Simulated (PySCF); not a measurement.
Rhodium: highly charged ions in a basis for the neutral atom

Rh¹⁰⁺ [Ar] 3d10 4s2 4p5, Rh¹¹⁺ [Ar] 3d10 4s2 4p4. All numbers are calculated (PySCF 2.14, a scalar-relativistic core potential, in cc-pVTZ-PP with ECP28MDF (5s5p4d2f1g, 63 functions)). No spin-orbit coupling, so a gap to NIST mixes the basis error with missing relativistic terms.

Changed run: basis of the neutral atom used for a highly charged ion. This setting is unsound on purpose.

| species | method | sound run (hartree) | changed run (hartree) | converged |
| --- | --- | --- | --- | --- |
| Rh¹⁰⁺ | UHF | not run | -80.29571 | yes |
| Rh¹⁰⁺ | LDA | not run | -80.36583 | yes |
| Rh¹⁰⁺ | TPSS | not run | -80.61431 | yes |
| Rh¹¹⁺ | UHF | not run | -71.88497 | yes |
| Rh¹¹⁺ | LDA | not run | -71.92599 | yes |
| Rh¹¹⁺ | TPSS | not run | -72.17292 | yes |

Ionisation energy of Rh¹⁰⁺:

```
method  changed run (eV)  NIST (eV)
   UHF            228.87  228 ± 2.4
   LDA            229.66  228 ± 2.4
  TPSS            229.70  228 ± 2.4
```

The contracted functions were made for the neutral atom and can be too rigid for a highly charged ion.
